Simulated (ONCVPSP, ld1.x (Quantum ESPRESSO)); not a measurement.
# Potentials for Ti (Z = 22) compared

Generated with ld1.x 7.5 (TM, RRKJ, ultrasoft, PAW), atompaw 4.2 or ONCVPSP 4.0.1. The cutoff is in Ry: for ld1.x and atompaw files where the sum of valence levels is converged to 10 mRy in a Bessel basis, for ONCV files where the hardest occupied wave has 1 mHa per electron of residual kinetic energy. The error is the largest all-electron minus pseudo excitation energy over each file’s own four to seven test configurations (ionisations up to +4, promotions, holes and added fractions of an electron), all of which were solved. The labels leave out finer settings (local radius, basis sizes, second energies), which also bear on the numbers. Spin-polarised tests are not counted. The rows are a selection from randomly drawn settings: files with unsolved tests, undetermined cutoffs or missed reference levels are left out.

A true bound ghost makes a file unfit for plane-wave use even where its test errors are small: the radial tests pick states by their node count and pass the ghost by.

```tsv
potential	cutoff (Ry)	largest error (meV)	bound ghosts
ONCV, PBE, scalar-relativistic, rc 1.60/1.05/2.10 (spd), local smoothed, core correction yes, reference 3s2 3p6 3d2 4s2, qcut 8.3/7.3/6.5, projectors 2/2/1	51	-305	none
ultrasoft, PBE, scalar-relativistic, rc 2.95/1.70/2.45 (spd), local smoothed, core correction yes, reference 3p6 3d2 4s1.75 4p0.25	30	-30	none
ONCV, PBE, scalar-relativistic, rc 1.70/1.50/1.80 (spd), local smoothed, core correction yes, reference 3s2 3p6 3d2 4s1 4p1, qcut 7.7/9.7/7.4, projectors 2/2/2	47	+31	none
TM, BP86, scalar-relativistic, rc 2.65/1.10/1.35/2.55 (spdf), local p, core correction yes, reference 3p6 3d2 4s2 4p0	90	-160	s
ONCV, PBE, scalar-relativistic, rc 1.95/1.65/2.50 (spd), local smoothed, core correction no, reference 3s2 3p6 3d2 4s1, qcut 7.8/9.2/6.1, projectors 3/2/2	43	+335	none
```

Fill in the row for Ti: ONCV, PBE, scalar-relativistic, rc 1.85/1.00/2.35/2.15 (spdf), local smoothed, core correction yes, reference 3s2 3p6 3d2 4s2, qcut 7/9.6/6.7/4.5, projectors 2/2/2/3.

cutoff 74 Ry, largest error -531 meV, bound ghosts: none.

Fill in the row for Ti: ONCV, PBE, scalar-relativistic, rc 1.75/2.20/2.00 (spd), local smoothed, core correction no, reference 3s2 3p6 3d2 4s1 4p1, qcut 5.6/6.8/7.1, projectors 2/3/2.

cutoff 42 Ry, largest error +10 meV, bound ghosts: none.

Fill in the row for Ti: ONCV, PBE, scalar-relativistic, rc 1.90/1.40/2.35 (spd), local smoothed, core correction yes, reference 3s2 3p6 3d2 4s1, qcut 7.5/9.3/7.1, projectors 2/1/2.

cutoff 40 Ry, largest error +1456 meV, bound ghosts: none.
